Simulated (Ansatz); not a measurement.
Reactions of BH4NSi (`B1N[SiH2]1`).

Computed with Ansatz on PBE0-D4/def2-TZVP structures; ΔE is electronic, products minus reactants. CBS: MP2 limit from def2 TZ/QZ plus the TZ coupled-cluster correction, frozen cores. This one scheme is used for every species, atoms too. DFT in def2-TZVPP. B3LYP here is the variant with VWN-RPA as its local correlation; programs differ in this. Open shells (•) are unrestricted, without spin–orbit coupling. Spin–orbit coupling would lower the free atoms: a little for B, Si. Each species was taken in one conformer, which may not be the lowest.

```
                                                                    reaction  B3LYP-D4 (kJ/mol)  CCSD(T)/CBS(def2) (kJ/mol)
                              `B1N[SiH2]1` + `OC(S)S` → `S[SiH]1BN1` + `OCS`               -104                        -106
`B1N[SiH2]1` + `[AlH2][SiH2]BC[SiH3]` → `[SiH3][SiH]1BN1` + `CB[SiH2][AlH2]`                  7                          12
                                         `B1N[SiH2]1` → B• + 4 H• + N• + Si•               2363                        2341
                       `B1N[SiH2]1` + `CCCC(C)CC` → `CB1N[SiH2]1` + `CCCCCC`                -48                         -41
               `B1N[SiH2]1` + `N[SiH]1N=C1F` → `N[SiH]1BN1` + `FC1=N[SiH2]1`                 16                          16
```

Largest T1 diagnostic: 0.016, for `FC1=N[SiH2]1`.
